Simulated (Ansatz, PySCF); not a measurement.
Gas-phase reaction in SMILES: N=C=O [isocyanic acid] -> N=C=O as doublet, charge +1 + e-
Each molecule is optimised on its own at B3LYP-D3(BJ)/def2-TZVP (Ansatz, an electronic-structure program). Markedly spin-contaminated UHF reference, which strains HF, MP2 and, less, CCSD(T): N=C=O as doublet, charge +1. A spin state is the lowest found, not a proven ground state.

Wanted: adiabatic ionisation energy (0 K, with B3LYP-D3(BJ) harmonic zero-point energies from PySCF), in eV. Cores are frozen in the correlated levels unless marked. Open shells are spin-unrestricted. Spin-orbit coupling is left out. No relativistic terms. CBS marks a two-point X^-3 extrapolation of the correlation energy; Hartree-Fock from the larger set.

CCSD(T)/CBS(cc-pVTZ,cc-pVQZ) (Ansatz) gives 11.61 eV.

Q: Another calculation gave 11.64 eV. Which level was it?
A) SVWN5/def2-TZVPD (Ansatz)
B) BHLYP/def2-TZVPD (Ansatz)
C) wB97M-V/def2-TZVPD (Ansatz)
D) PBE-QIDH/def2-TZVPD (Ansatz)

A: D, PBE-QIDH/def2-TZVPD (Ansatz). The others give 11.38 (BHLYP), 11.84 (SVWN5), 11.51 (wB97M-V) eV.
